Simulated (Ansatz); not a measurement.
C2H5BBr, SMILES `CC[B]Br` radical, relaxed with UKS PBE0-D4/def2-TZVP in Ansatz from a PBE-D4/def2-SVP geometry. The force threshold is 0.005 eV/Å; the program also tests the step.

Charge 0, multiplicity 2.

Start:

```xyz
9

C    -0.864   -0.812    0.148
C     0.151    0.339    0.197
B     1.179    0.432   -0.970
Br    2.536    1.753   -1.151
H    -1.483   -0.763   -0.770
H    -0.354   -1.797    0.145
H    -1.550   -0.791    1.019
H    -0.364    1.329    0.242
H     0.748    0.310    1.141
```

(1) By how much does the energy fall, and how many steps does the optimiser take? (An estimate is asked.)

(2) Which bonds change most? (An estimate is asked.)

(3) Give the relaxed structure. (Best estimate.)

Answers

(1) The calculation gave: 2.81 kJ/mol, in 4 steps.

(2) Ansatz gave: C2–H9 from 1.118 to 1.100 Å; C1–H7 from 1.109 to 1.092 Å; C2–H8 from 1.117 to 1.100 Å; C1–H6 from 1.109 to 1.092 Å.

(3) Computed: 
```xyz
9

C    -0.857   -0.806    0.146
C     0.149    0.339    0.199
B     1.167    0.426   -0.961
Br    2.517    1.737   -1.144
H    -1.465   -0.754   -0.759
H    -0.351   -1.774    0.143
H    -1.531   -0.783    1.005
H    -0.365    1.311    0.241
H     0.735    0.304    1.130
```
